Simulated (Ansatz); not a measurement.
Gas-phase electronic energies from Ansatz, PBE0-D4/def2-TZVP geometries. CCSD(T)/CBS is the MP2 limit (def2-TZVPP, def2-QZVPP) plus CCSD(T) − MP2 in def2-TZVPP, frozen cores. This one scheme is used for every species. Functionals use def2-TZVPP. B3LYP here is the variant with VWN-RPA as its local correlation; programs differ in this. Each species was taken in one conformer, which may not be the lowest.

Consider the ligand exchange at the Si–C bond: `BC(F)([SiH3])[SiH3]` + `OBCl` → `[SiH3]OBCl` + `BC(F)[SiH3]`.

(1) Is it downhill or uphill in electronic energy at CCSD(T)/CBS, and by how much? (Best estimate.)

(2) What do these levels give: PBE-D4, r2SCAN-D4, PBE0-D4, ωB97X-V, PBE, r2SCAN, B3LYP, HF/def2-TZVPP, SCS-MP2/def2-TZVPP, CCSD/def2-TZVPP, CCSD(T)/def2-TZVPP, MP2/CBS(def2)? (An estimate is asked.)

Largest T1 diagnostic among the species: 0.014.

Answers

(1) The calculation gave: Downhill: ΔE = -18.2 kcal/mol.

(2) Computed: PBE-D4 -14.7, r2SCAN-D4 -17.6, PBE0-D4 -16.2, ωB97X-V -18.0, PBE -15.7, r2SCAN -17.8, B3LYP -20.0, HF/def2-TZVPP -24.5, SCS-MP2/def2-TZVPP -19.6, CCSD/def2-TZVPP -19.1, CCSD(T)/def2-TZVPP -18.1, MP2/CBS(def2) -18.5 kcal/mol.

From PBE to PBE0 (25 % exact exchange), in def2-TZVPP and without D4, ΔE moves by −1.3 kcal/mol. In def2-TZVPP, CCSD(T) changes the Hartree–Fock value by +6.5 kcal/mol (the triples alone add +1.0 kcal/mol) and MP2 by +6.1 kcal/mol. The D4 term adds +1.5 kcal/mol with B3LYP and +0.8 kcal/mol with PBE0; it sums over pairs of atoms, weighted by their polarisabilities, and B3LYP, whose exchange is more repulsive, gets the larger term.
